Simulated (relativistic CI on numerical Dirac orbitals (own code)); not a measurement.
Crystal-field levels of W³⁺, 5d3

Calculated by Dirac-Coulomb-Breit CI, separate exchange-only KLI orbitals for each configuration, QED by a radiative potential, valence Slater integrals scaled by 0.85, one configuration in a parametric crystal field (own radial code).

Field parameters in Wybourne normalisation: Oh B⁴₀ = 21Dq, B⁴₄ = √(5/14) B⁴₀. The field is a parameter set, without covalency.

S is read from ⟨S²⟩ = S(S + 1).

Site symmetry Oh; labels are those of the double group. Computed levels in cm⁻¹ above the lowest, in rising order:

```csv
Δ (size of 10Dq),Lowest,No. 2,No. 3,No. 4,No. 5,No. 6,No. 7,No. 8
7000,Γ8,6203 Γ8,7291 Γ7,8610 Γ8,8879 Γ6,10940 Γ8,11596 Γ7,12151 Γ8
12600,Γ8,9915 Γ8,12184 Γ8,12335 Γ7,12571 Γ6,13260 Γ8,15199 Γ8,15600 Γ6
18250,Γ8,11556 Γ8,12679 Γ8,13623 Γ6,17530 Γ7,18104 Γ8,19581 Γ8,20041 Γ6
23850,Γ8,12140 Γ8,12939 Γ8,13841 Γ6,20805 Γ7,21063 Γ8,23836 Γ7,24565 Γ8
29450,Γ8,12426 Γ8,13104 Γ8,13923 Γ6,21553 Γ7,21852 Γ8,29069 Γ7,29727 Γ8
35050,Γ8,12597 Γ8,13220 Γ8,13963 Γ6,21899 Γ7,22244 Γ8,34545 Γ7,35150 Γ8
40650,Γ8,12712 Γ8,13308 Γ8,13986 Γ6,22118 Γ7,22507 Γ8,40073 Γ7,40649 Γ8
```

Ground-state S against |10Dq| in cm⁻¹: 7000: 1.46, 12600: 1.47, 18250: 1.48, 23850: 1.48, 29450: 1.48, 35050: 1.48, 40650: 1.48.

No abrupt spin change occurs in this range.
